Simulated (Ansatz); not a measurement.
Mulliken charges of `[SeH]C1=[N][AlH][CH2]1` from ωB97M-V/def2-TZVPP in Ansatz (PBE0-D4/def2-TZVP geometry).

| atom | x (Å) | y (Å) | z (Å) | charge (e) |
| --- | --- | --- | --- | --- |
| Se1 | -1.848 | 1.582 | -0.493 | -0.011 |
| C2 | -0.508 | 0.197 | -0.506 | 0.158 |
| N3 | -0.397 | -0.576 | -1.517 | -0.378 |
| Al4 | 0.975 | -1.388 | -0.600 | 0.449 |
| C5 | 0.435 | 0.002 | 0.677 | -0.461 |
| H6 | -1.506 | 2.101 | 0.838 | 0.053 |
| H7 | 1.964 | -2.589 | -0.880 | -0.052 |
| H8 | -0.091 | -0.250 | 1.600 | 0.121 |
| H9 | 1.064 | 0.874 | 0.864 | 0.121 |

Task: By hand: the dipole of these point charges (1 e Å = 4.8032 D).

Result: Σ q r = (0.263, -0.071, 0.306) e Å, of length 0.410 e Å = 1.97 D.

Task: How does the dipole of the full density compare? (An estimate is asked.)

Result: Computed: (0.424, -0.118, 0.487) e Å, 3.15 D; the point charges give 0.63 times that, at 1° from its direction.

Point charges leave out the atoms' own dipoles, such as those of lone pairs, and Mulliken's split depends on the basis, so the two needn't agree.
